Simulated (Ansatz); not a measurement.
```xyz
18

C     2.1162    1.5681   -0.5867
O     1.8001    0.3770    0.0636
Mo    0.2600   -0.4722    0.6391
O     0.6269   -1.0610    2.1497
F    -1.5806   -0.9021    0.4435
O     0.4688   -1.9087   -0.5180
C    -0.3274   -2.8576   -1.1610
O    -0.4530    1.2478    0.8897
C    -1.7247    1.8049    1.0505
H     2.0692    1.4408   -1.6732
H     1.4022    2.3440   -0.2835
H     3.1275    1.8723   -0.3065
H    -0.1653   -2.8038   -2.2414
H    -0.0577   -3.8565   -0.8069
H    -1.3835   -2.6679   -0.9439
H    -1.8527    2.6337    0.3479
H    -2.4993    1.0556    0.8659
H    -1.8267    2.1855    2.0712
```

Total charge 0; spin multiplicity 1. Mo takes the def2 core potential.

Task: List the r2SCAN/def2-TZVPP orbital energies in eV (the Gaussian-basis code of Ansatz). (Best estimate.)

Result: Ansatz gave: Occupied: -665.25, -516.55, -516.38, -516.29, -516.20, -274.70, -274.47, -274.35, -71.66, -45.02, -44.73, -44.68, -29.59, -26.81, -26.69, -26.31, -24.01, -17.91, -17.81, -17.44, -13.11, -12.73, -12.48, -12.36, -12.08, -11.71, -11.65, -11.49, -11.23, -10.84, -10.36, -9.80, -9.74, -9.43, -8.97, -8.38, -7.82, -7.47, -7.40, -7.21, -7.17. Lowest empty: -3.45, -2.12, -1.72, -0.48, 0.04, 0.57, 1.32, 1.53.
